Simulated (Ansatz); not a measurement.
A nudged elastic band was laid between two geometries of a periodic cell of 13 atoms, Be12Br (surface Be(0001), adsorbate Br).

Theory: DFT PBE, scalar-relativistic, plane waves, PAW in Ansatz. Settings: cutoff 420 eV, k mesh 5x5x1, gaussian smearing 0.15 eV, no spin polarisation.

```
movable images  : 5
climbing image  : yes
spring          : 1.0 eV/Å²
optimiser       : quadratic models (default)
start path      : IDPP
force threshold : 0.05 eV/Å
iteration limit : 13
end points      : relaxed
atoms held      : 1 to 4
```

First end point:

```xyz
13
Lattice="4.5800 0.0000 0.0000 2.2900 3.9664 0.0000 0.0000 0.0000 15.5884" Properties=species:S:1:pos:R:3
Be 0.000 0.000 1.000
Be 2.290 0.000 1.000
Be 1.145 1.983 1.000
Be 3.435 1.983 1.000
Be 0.022 1.309 2.872
Be 2.268 1.309 2.872
Be 1.145 3.305 2.768
Be 3.435 3.331 2.872
Be -0.027 -0.016 4.760
Be 2.317 -0.016 4.760
Be 1.145 2.014 4.760
Be 3.435 1.983 4.502
Br 1.145 0.661 6.670
```

Last end point:

Only the atoms that move by more than 0.05 Å are listed.
```
Be7 1.145 3.331 2.872
Be8 3.435 3.305 2.768
Be9 0.027 -0.016 4.760
Be10 2.263 -0.016 4.760
Be11 1.145 1.983 4.502
Be12 3.435 2.014 4.760
Br13 3.435 0.661 6.670
```

(1) What changes between the two ends?

(2) Give the energies along the band, and the barrier.

(3) What is the geometry of the highest image?

Results:

(1) Contacts lost: Be11–Br13. Contacts made: Be12–Br13. The atom that moves furthest is Br13, by 2.29 Å.

(2) The forces met the threshold. The highest image is number 4 of 0 to 6, 0.099 eV above the ends, which have the same energy within 2 meV. The profile has 2 maxima (images 1, 4) with wells between them (image 3): this band takes more than one step, which may be the mechanism or a detour left from its start path. A structure lower than the first end lies on the path between it and the top, so the climb from that side starts below the end, which may itself be a saddle point or a shallow side well. The order of the stationary point at the top wasn't checked. Limits of this set-up: coarse k mesh, thin slab, slab without dipole correction, odd electron count without spin.

```
image  path coordinate (Å)  energy (eV)  Be11–Br13 (Å)  Be12–Br13 (Å)
    0                 0.00        0.000           2.34           3.42
    1                 0.54        0.093           2.28           3.09
    2                 1.08        0.020           2.28           2.60
    3                 1.61       -0.012           2.48           2.29
    4                 2.15        0.099           3.01           2.27
    5                 2.48        0.053           3.23           2.29
    6                 2.81        0.000           3.42           2.34
```

(3) 
```xyz
13
Lattice="4.5800 0.0000 0.0000 2.2900 3.9664 0.0000 0.0000 0.0000 15.5884" Properties=species:S:1:pos:R:3
Be 0.000 0.000 1.000
Be 2.290 0.000 1.000
Be 1.145 1.983 1.000
Be 3.435 1.983 1.000
Be -0.019 1.306 2.843
Be 2.295 1.320 2.904
Be 1.150 3.330 2.844
Be 3.444 3.300 2.789
Be 0.028 -0.015 4.587
Be 2.278 -0.038 4.786
Be 1.108 2.005 4.558
Be 3.463 2.013 4.786
Br 2.912 0.964 6.726
```

Run time: 5.5 min on 1 thread of Arm Neoverse V2, on a shared host, peak memory 0.64 GiB.
